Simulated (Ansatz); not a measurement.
One change: `[OH][AlH][SiH3]` becomes `[OH][AlH][SiH2]O`.

Ansatz, PBE0-D4/def2-TZVP geometries, multiplicity 1. Each molecule was computed in one conformer, which needn't be the lowest.

| property | `[OH][AlH][SiH3]` |
| --- | --- |
| LUMO energy (PBE/def2-TZVPP) / eV | -2.14 |
| HOMO–LUMO gap (PBE/def2-TZVPP) / eV | 4.35 |
| size of the dipole moment (B3LYP/def2-TZVPP) / D | 1.38 |
| size of the dipole moment (ωB97M-V/def2-TZVPP) / D | 1.43 |
| HOMO–LUMO gap (B3LYP/def2-TZVPP) / eV | 5.85 |
| HOMO energy (PBE/def2-TZVPP) / eV | -6.49 |

(1) What does the change do to each property? (Best estimate.)

Answers

(1) The calculation gave: 
```
                                          property  `[OH][AlH][SiH2]O`  shift
                 LUMO energy (PBE/def2-TZVPP) / eV               -2.21  -0.07
               HOMO–LUMO gap (PBE/def2-TZVPP) / eV                3.73  -0.62
  size of the dipole moment (B3LYP/def2-TZVPP) / D                1.44   0.06
size of the dipole moment (ωB97M-V/def2-TZVPP) / D                1.44   0.01
             HOMO–LUMO gap (B3LYP/def2-TZVPP) / eV                5.28  -0.57
                 HOMO energy (PBE/def2-TZVPP) / eV               -5.93   0.56
```

With PBE0 the HOMO rises by 0.49 eV and the LUMO falls by 0.08 eV, so the gap narrows by about 0.57 eV. PBE moves the HOMO by 0.56 eV and ωB97M-V by 0.48 eV. The zero-point energy changes by 18.1 kJ/mol with +3 modes. Dipoles are sizes alone; their direction can turn.

B3LYP here is the variant with VWN-RPA as its local correlation; programs differ in this.
